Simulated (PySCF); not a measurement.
ClF2H3Si2, SMILES F[SiH](F)[SiH2]Cl. Atoms are numbered in the order given.

```xyz
8

Si    -1.1820    -0.2161     0.3350
F     -1.9404    -1.6466     0.3426
F     -1.8326     0.6626    -0.8565
Si     1.0796    -0.5640    -0.1485
Cl     1.9931     1.2873     0.0660
H     -1.4596     0.4691     1.6220
H      1.6958    -1.5224     0.8127
H      1.2699    -1.0526    -1.5429
```
Charge 0, spin multiplicity 1.

Geometry: PBE0-D3(BJ)/def2-SVP. This is a generated structure with no PubChem entry under its InChIKey; it may be hypothetical. One conformer was computed; it need not be the lowest.

The numbers are results of PBE/pcSseg-1 in PySCF, not measurements.

GIAO shieldings, no solvent; atoms listed in one row are averaged. δ = σ(ref) − σ: ²⁹Si against TMS (σ = 335.4 ppm); ¹⁹F against CFCl3 (σ = 133.6 ppm); ³⁵Cl against HCl (σ = 936.5 ppm); ¹H against TMS (σ = 31.49 ppm), references at their B3LYP-D3(BJ)/def2-TZVP geometries, non-relativistic (without spin–orbit terms, shifts of atoms bonded to Cl or Br come out too high).

Computed chemical shifts:
```
nucleus  atoms  count  δ (ppm)
-------  -----  -----  -------
²⁹Si       Si1      1      7.9
²⁹Si       Si4      1    -32.8
¹⁹F         F2      1   -171.3
¹⁹F         F3      1   -180.9
³⁵Cl       Cl5      1   -113.9
¹H          H6      1     6.07
¹H          H8      1     5.55
¹H          H7      1     5.42
```
